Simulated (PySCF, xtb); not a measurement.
Si(OSiH3)(NHSiH3)(Me)2 (C2H13NOSi3), SMILES N([SiH3])[Si](C)(C)O[SiH3]. Atoms are numbered in the order given.

```xyz
20

C      0.1950    -0.5092    -2.0071
Si    -0.0424     0.1706    -0.2709
C     -0.5538     1.9783    -0.3256
N      1.3872    -0.0653     0.7164
Si     2.9913     0.5844     0.4942
O     -1.2159    -0.7314     0.5397
Si    -2.8270    -1.1486     0.4135
H      1.0308     0.0123    -2.5182
H      0.4387    -1.5901    -1.9726
H     -0.7147    -0.3753    -2.6281
H      0.2527     2.5977    -0.7703
H     -1.4679     2.1275    -0.9365
H     -0.7506     2.3587     0.6969
H      1.2239    -0.6716     1.5268
H      4.0423    -0.4845     0.3225
H      3.4387     1.4614     1.6377
H      2.9445     1.4176    -0.7590
H     -3.0915    -1.9023    -0.8648
H     -3.7053     0.0764     0.4324
H     -3.1782    -2.0235     1.5820
```

Geometry optimised at PBE-D3(BJ)/def2-SVP. The values are those of a single conformer.

Level of theory: C-PCM-ωB97X/def2-SVP (PySCF).

The values are the electrostatic part of the solvation free energy, E(continuum) − E(gas) at the gas-phase geometry, in a cavity of scaled van der Waals radii (PySCF's table); cavitation and dispersion terms are not included. In vacuum the orbital gap is 12.09 eV. The dipole moment in vacuum is 0.52 D.

```
solvent           ε  ΔG(elec) (kcal/mol)  dipole (D)  gap (eV)
------------  -----  -------------------  ----------  --------
water         78.36                 -2.3        0.74     12.12
acetonitrile  35.69                 -2.2        0.73     12.12
chloroform     4.71                 -1.8        0.68     12.11
```

For comparison, GFN2-xTB/ALPB(water) (xtb, at the GFN2-xTB geometry, all terms of that model) gives 0.4 kcal/mol.
